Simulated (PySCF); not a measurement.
# Static response to an electric field

Meta-cyanophenol, C7H5NO.
Structure used (PBE0-D3(BJ)/def2-SVP), in Å, numbered top down from 1:
```xyz
14
C7H5NO angstrom
N      3.5808   -1.8352   -0.3973
C      2.5905   -1.2468   -0.2669
C      1.3647   -0.5224   -0.1078
C      1.3906    0.8490    0.1739
C      0.1831    1.5283    0.3208
C     -1.0306    0.8640    0.1913
C     -1.0549   -0.5082   -0.0900
O     -2.2565   -1.1019   -0.2051
C      0.1458   -1.2028   -0.2399
H      2.3453    1.3662    0.2736
H      0.1883    2.5982    0.5399
H     -1.9812    1.3883    0.3038
H     -2.1408   -2.0386   -0.3979
H      0.1450   -2.2734   -0.4596
```

Level: PBE0/def2-SVPD (PySCF), static field, nuclei fixed, core orbitals frozen in the response. The polarisability tensor in these axes (au):

```
x   120.13 -10.78  -2.69
y   -10.78  98.26   9.91
z    -2.69   9.91  52.54
```

Q: Give the principal values, the mean and the anisotropy Δα = √{½[(α1 − α2)² + (α2 − α3)² + (α1 − α3)²]}.

A: Principal values 50.48, 95.35 and 125.10 au; mean 90.31 au = 13.38 Å³ = 14.89 × 10⁻⁴⁰ C²·m²/J; Δα = 65.06 au (72 % of the mean).

Q: What is the dipole moment, and where does it point?

A: (-3.51, 1.18, 0.27) D, 3.72 D in size, pointing from the negative to the positive side. Measured along this direction, the outermost atoms are N1 at the negative end and H12 at the positive end.

Q: What would n − 1 = 2πNα be for an ideal gas of these molecules at 350 K and 1 atm, electronic part alone?

A: N = p/kT = 2.0968 × 10¹⁹ cm⁻³, so n − 1 = 2π × N × 13.38 × 10⁻²⁴ cm³ = 1763 × 10⁻⁶ at long wavelengths, for an ideal gas.

Q: In TDDFT the mean static polarisability is Σ f/ω² over all singlet excitations (ω in hartree). How much of it do the 6 lowest give? Their energies (eV) and oscillator strengths: 4.73, 0.0634; 5.54, 0.0918; 6.24, 0.0000; 6.31, 0.5619; 6.40, 0.0000; 6.66, 0.3159.

A: They add up to 20.02 au, 22.2 % of the 90.31 au; the largest single term is 10.44 au, from the state at 6.31 eV. Terms in order: 2.10, 2.21, 0.00, 10.44, 0.00, 5.28 au. Higher excitations give the rest. The strengths listed sum to 1.033.

Q: How large is μ²/3kT at 273 K beside α?

A: In Gaussian units μ²/3kT = 122.10 Å³ against 13.38 Å³, a ratio of 9.12; the Debye molar polarisation (4π/3)N_A(α + μ²/3kT) is 341.8 cm³/mol, leaving out the vibrational part.

Geometry: PBE0-D3(BJ)/def2-SVP, one conformer, isolated molecule.
